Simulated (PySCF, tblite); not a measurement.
Isomers of C7H7O2 (doublet state), one GFN2-xTB conformer each. Single-point energies are computed at B3LYP/pcH-1 (PySCF, gas phase, no added dispersion term), electronic only. GFN2-xTB treats the open shell by occupation alone, and not every SCF solution was tested for stability.

```json
{"SMILES": "C=CC1=C(C)[C]1OC=O", "GFN2-xTB relative energy (kcal/mol)": "24.2"}
{"SMILES": "CCC1=[C]C(=O)CC1=O", "GFN2-xTB relative energy (kcal/mol)": "0.0"}
```

Conformers: `[CH2:1]=[CH:2][C:3]1=[C:4]([CH3:5])[C:6]1[O:7][CH:8]=[O:9]` (doublet state) with C1–C2–C3–C4 179°, C4–C6–O7–C8 -1°, C6–O7–C8–O9 -1°; `[CH3:1][CH2:2][C:3]1=[C:4][C:5](=[O:6])[CH2:7][C:8]1=[O:9]` (doublet state) with C1–C2–C3–C4 105°.

Task: What does B3LYP/pcH-1 give for the same structures?

Result: 
```tsv
SMILES	B3LYP/pcH-1 E (Eh)	B3LYP/pcH-1 (kcal/mol)	GFN2-xTB (kcal/mol)	point group
CCC1=[C]C(=O)CC1=O	-421.33493	0.0	0.0	C1
C=CC1=C(C)[C]1OC=O	-421.27926	34.9	24.2	near Cs
```

Both levels put the same isomer lowest. As drawn, the higher has a three-membered ring, which the lower lacks.

Task: What happens when harmonic zero-point energies from GFN2-xTB frequencies are added?

Result: 
| SMILES | ZPE (kcal/mol) | electronic (kcal/mol) | with ZPE (kcal/mol) |
| --- | --- | --- | --- |
| CCC1=[C]C(=O)CC1=O | 75.0 | 0.0 | 0.0 |
| C=CC1=C(C)[C]1OC=O | 72.2 | 34.9 | 32.2 |

The zero-point energies span 2.8 kcal/mol. The order is unchanged.
